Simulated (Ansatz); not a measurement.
Compare A (`O[SiH2]/C(O)=C\Cl`) with its isomer B (`O=COC[SiH2]Cl`).

Gas-phase electronic energies from Ansatz, PBE0-D4/def2-TZVP geometries. CBS: MP2 limit from def2 TZ/QZ plus the TZ coupled-cluster correction, frozen cores. DFT in def2-TZVPP. B3LYP here is the variant with VWN-RPA as its local correlation; programs differ in this. One conformer a species, not always the lowest.

Q: Which is lower in electronic energy at CCSD(T)/CBS, and by how much? (Estimate.)

A: Ansatz gave: B, by 11.6 kcal/mol.

Q: Give E(B) − E(A) in kcal/mol with MP2/def2-TZVPP, CCSD/def2-TZVPP, B3LYP, B3LYP-D4, ωB97M-V, PBE0-D4, r2SCAN-D4. (An estimate is asked.)

A: The calculation gave: MP2/def2-TZVPP -12.6, CCSD/def2-TZVPP -13.8, B3LYP -14.8, B3LYP-D4 -14.1, ωB97M-V -13.7, PBE0-D4 -14.1, r2SCAN-D4 -14.6. None reverses the order clearly.

Largest T1 diagnostic: 0.014.

In def2-TZVPP, CCSD(T) changes the Hartree–Fock value by +6.0 kcal/mol (the triples alone add +0.4 kcal/mol) and MP2 by +6.8 kcal/mol.
